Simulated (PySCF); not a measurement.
# Electron correlation in I³⁺ (iodine, charge +3)

[Kr] 4d10 5s2 5p2, high-spin 3P determinant. All numbers are calculated (PySCF 2.14, the spin-free X2C one-electron Hamiltonian (Gaussian nucleus), in x2c-TZVPPall with one added diffuse shell each of s, p, d, f type (9s7p5d3f, 76 functions)). Frozen: [Ar] 3d10; 22 electrons correlated.

```
  level  correlation energy (mhartree)
   CCSD                        -490.34
    (T)                          -6.81
CCSD(T)                        -497.15
```

Diagnostics: T1 = 0.0051, D1 = 0.0235, largest double amplitude 0.074.

Is a single reference adequate?

Mostly. T1 lies below 0.03, but a double amplitude of this size points to a near-degeneracy that CCSD handles and MP2 describes poorly.

This basis was not built for core-valence correlation, so the inner-shell part is incomplete.
